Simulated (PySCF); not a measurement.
## Correlation energy of Br³⁺ (bromine, charge +3)

[Ar] 3d10 4s2 4p2, high-spin 3P determinant. All numbers are calculated (PySCF 2.14, the non-relativistic Hamiltonian (point nucleus), in dyall-av2z (16s12p8d, 92 functions)). Frozen: [Ar] 3d10; 4 electrons correlated; the 39 highest virtual orbitals of each spin left out.

```csv
level,correlation energy (mhartree)
CCSD,-69.69
(T),-0.77
CCSD(T),-70.46
```

Diagnostics: T1 = 0.0059, D1 = 0.0161, largest double amplitude 0.097.

Task: Is a single reference adequate?

Result: Mostly. T1 lies below 0.03, but a double amplitude of this size points to a near-degeneracy that CCSD handles and MP2 describes poorly.
